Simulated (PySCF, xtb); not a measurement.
Ga(Cl)2(OH) (Cl2GaHO), SMILES [OH][Ga]([Cl])[Cl]. The values are those of a single conformer.

Harmonic wavenumbers (cm⁻¹) from GFN2-xTB run with xtb at its own minimum, in rising order: 100, 132, 146, 328, 336, 415, 510, 582, 3612.

What does B3LYP-D3(BJ)/def2-SVP (PySCF) give at its own minimum? (Estimate from the structure and the level; the computed values follow.)

125, 155, 165, 346, 393, 460, 725, 834, 3833. Paired by order, the mean absolute difference is 97 cm⁻¹ and the zero-point energies are 8.8 and 10.1 kcal/mol.
